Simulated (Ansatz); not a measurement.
Total energies of the cluster Na₄O₂ from Ansatz at PBE-D4/def2-TZVPD, gas phase (1 Eh = 27.2114 eV = 2625.5 kJ/mol). The reference geometry is relaxed at r2SCAN-D4/def2-SVP.

```xyz
6

Na    3.220   -1.793   -0.237
Na   -3.222    1.792    0.225
Na    0.627    1.144   -0.138
Na   -0.626   -1.143    0.145
O     1.474   -0.820   -0.099
O    -1.473    0.820    0.104
```

```csv
state,geometry,energy (Eh)
charge 0 singlet,reference,-799.14102
charge -1 doublet,reference,-799.15928
charge -1 doublet,relaxed at r2SCAN-D4/def2-SVPD,-799.15995
```

Task: Work out the vertical electron affinity, to the doublet.

Result: E(charge 0 singlet) − E(charge -1 doublet) = -799.14102 − (-799.15928) = 0.01826 Eh = 0.50 eV.

Task: How much does the charge -1 doublet relax, and what is the adiabatic electron affinity?

Result: Relaxation: -799.15928 − (-799.15995) = 0.00067 Eh = 0.02 eV. Adiabatic electron affinity: 0.01893 Eh = 0.52 eV, without zero-point energy. 

At PBE-D4/def2-TZVPD the highest occupied level of the charge -1 doublet lies above zero (up to 0.57 eV). By energy differences its removal costs 0.50 eV (vertical, to the charge 0 singlet, at PBE-D4/def2-TZVPD); a positive level beside a positive removal energy at the same level points to self-interaction error. At PBE-D4/def2-TZVPD the highest occupied level of the relaxed charge -1 doublet lies above zero (up to 0.55 eV). By energy differences its removal costs 0.52 eV (each at its own geometry, to the charge 0 singlet, at PBE-D4/def2-TZVPD); the vertical value is larger still, so the positive level points to self-interaction error. At PBE-D4/def2-TZVPD the gap within one spin of the charge -1 doublet nearly closes, so an electron or hole may be smeared out by delocalisation error. At PBE-D4/def2-TZVPD the gap within one spin of the relaxed charge -1 doublet nearly closes, so an electron or hole may be smeared out by delocalisation error. 

The structure comes from a short search, and lower isomers may exist.
